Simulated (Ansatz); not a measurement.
```yaml
crystal:
  periodic: [false, false, false]
  atoms:
    - {symbol: O, position_ang: [0.927398, -0.988629, 0.829693]}
    - {symbol: In, position_ang: [-0.256152, 0.518621, -0.417869]}
    - {symbol: H, position_ang: [0.409681, -1.931402, 1.078402]}
    - {symbol: H, position_ang: [-1.899135, 0.099288, -1.177115]}
    - {symbol: H, position_ang: [0.686427, 1.937991, -0.290062]}
basis:
  gaussian: {orbitals: def2-TZVPD, point_charges: [{charge: -1.00, position_ang: [4.597, -0.123, 0.864]}]}
hamiltonian: {xc: {name: revPBE0}}
accuracy: high
scf: {max_iter: 3}
output: {forces: true}
```

```sh
$ ansatz run in.yaml --threads 2 --pin off --events-out ev --progress --plain --max-ram 32768MiB --backend cpu
```

(1) How does Ansatz answer? (Best estimate.)

Answers

(1) Ansatz gave: The input was rejected before any iteration.
```
Error: invalid value for `basis.gaussian`: such a run doesn't read scf.max_iter; remove what it names
```
